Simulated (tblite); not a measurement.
C₄H₇N₃S.
Structure used (GFN2-xTB), in Å, numbered top down from 1:
```
atom  x, y, z in Å
C1    -2.719    0.535   -0.456
S2    -2.250   -1.152    0.023
C3    -0.541   -0.917    0.229
C4     0.432   -1.864    0.595
N5     1.600   -1.248    0.619
N6     1.343   -0.007    0.285
C7     2.354    1.002    0.215
N8     0.073    0.248    0.042
H9    -3.792    0.526   -0.613
H10   -2.198    0.802   -1.369
H11   -2.452    1.218    0.344
H12    0.321   -2.902    0.822
H13    3.293    0.532   -0.069
H14    2.474    1.494    1.183
H15    2.056    1.742   -0.526
```

Level: GFN2-xTB in tblite, geometry and Hessian alike; calculated harmonic values, unscaled, isolated species. This tight-binding method is rough: wavenumbers can miss measured ones by several per cent, in bad cases by 10 to 20. One conformer, not necessarily the lowest. The optimisation stopped once no atom felt more than 0.01 eV/Å.

Lowest wavenumbers of the output (negative numbers stand for imaginary wavenumbers):
```
mode    cm-1
  1     -32.4
  2      64.4
  3     108.6
  4     139.5
  5     167.5
  6     273.4
  7     278.3
  8     381.8
  9     474.0
 10     626.7
```

**Question.** Is this structure a minimum?

**Answer.** Not by this Hessian. 1 mode is imaginary beyond 20i (32i cm⁻¹), so at this level the point lies at or near a first-order saddle. The curvature is small, so loose convergence or finite differences may be the whole cause.

**Question.** Which atoms move in the imaginary mode?

**Answer.** 32i: H13 (methyl hydrogen) 34 %, H15 (methyl hydrogen) 33 %, H14 (methyl hydrogen) 31 %. These are shares of the mass-weighted motion.

**Question.** What is the remedy?

**Answer.** Step along that mode in both directions, optimise again with tighter thresholds and repeat the frequencies. The zero-point energy of this point (70.6 kcal/mol) counts the 38 real modes alone, and thermal corrections from it aren't those of a minimum.
